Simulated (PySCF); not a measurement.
All values below come from PBE-D3(BJ)/def2-TZVP // BP86-D3(BJ)/def2-SVP run with PySCF. All species are isolated molecules in the gas phase. 

Reference species: [Ti(Cl)4] (neutral, multiplicity 1).

| Property | Result |
|---|---|
| coordination number | 4 |
| HOMO–LUMO gap | 3.64 eV |
| LUMO | -4.62 eV |
| charge on the central atom (Mulliken) | 0.96 e |

Changed species: [Ti(Cl)3(Br)] (1 of 4 Cl replaced by Br; the reference has 0 of 4 Cl replaced by Br).

Problem. What does the change do to the coordination number, HOMO–LUMO gap, LUMO and charge on the central atom (Mulliken)?

Solution. the coordination number hardly moves; the HOMO–LUMO gap falls by 0.34 eV, to 3.30 eV; the LUMO goes up by 0.02 eV, to -4.60 eV; the charge on the central atom (Mulliken) falls by 0.03 e, to 0.93 e.
